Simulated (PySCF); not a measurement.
## Bromine: highly charged ions in a basis for the neutral atom

Br⁷⁺ [Ar] 3d10, Br⁸⁺ [Ar] 3d9. All numbers are calculated (PySCF 2.14, the spin-free X2C one-electron Hamiltonian (Gaussian nucleus), in x2c-SVPall). No spin-orbit coupling, so a gap to NIST mixes the basis error with missing relativistic terms.

Changed run: basis of the neutral atom used for a highly charged ion. This setting is unsound on purpose.

| species | method | sound run (hartree) | changed run (hartree) | converged |
| --- | --- | --- | --- | --- |
| Br⁷⁺ | UHF | not run | -2590.83726 | yes |
| Br⁷⁺ | M06-2X | not run | -2592.47895 | yes |
| Br⁷⁺ | r2SCAN | not run | -2592.29990 | yes |
| Br⁸⁺ | UHF | not run | -2583.80093 | yes |
| Br⁸⁺ | M06-2X | not run | -2585.37898 | yes |
| Br⁸⁺ | r2SCAN | not run | -2585.20622 | yes |

Ionisation energy of Br⁷⁺:

```csv
method,changed run (eV),NIST (eV)
UHF,191.47,192.61 ± 0.06
M06-2X,193.20,192.61 ± 0.06
r2SCAN,193.03,192.61 ± 0.06
```

The contracted functions were made for the neutral atom and can be too rigid for a highly charged ion.
